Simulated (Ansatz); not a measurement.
Consider the ligand exchange at the Si–C bond: `CO[SiH](O)C=O` + HCl → `CO[SiH](O)Cl` + `C=O`.

Isolated molecules relaxed with PBE0-D4/def2-TZVP in Ansatz; ΔE leaves out vibrations. CCSD(T)/CBS is the MP2 limit (def2-TZVPP, def2-QZVPP) plus CCSD(T) − MP2 in def2-TZVPP, frozen cores. This one scheme is used for every species. Functionals use def2-TZVPP. Each species was taken in one conformer, which may not be the lowest.

```
             level  ΔE (kJ/mol)  difference from CCSD(T)/CBS
         r2SCAN-D4       -127.6                         -2.2
           PBE0-D4       -124.7                          0.7
           ωB97M-V       -125.6                         -0.2
            B2PLYP       -126.5                         -1.1
               PBE       -119.0                          6.4
            r2SCAN       -127.8                         -2.4
              PBE0       -124.9                          0.5
    MP2/def2-TZVPP       -130.6                         -5.2
SCS-MP2/def2-QZVPP       -130.3                         -4.9
    CCSD/CBS(def2)       -127.1                         -1.7
       CCSD(T)/CBS       -125.4                            0
```

Largest T1 diagnostic among the species: 0.015.

In def2-TZVPP, CCSD(T) changes the Hartree–Fock value by +15.0 kJ/mol (the triples alone add +1.6 kJ/mol) and MP2 by +7.2 kJ/mol. From PBE to PBE0 (25 % exact exchange), in def2-TZVPP and without D4, ΔE moves by −5.8 kJ/mol.
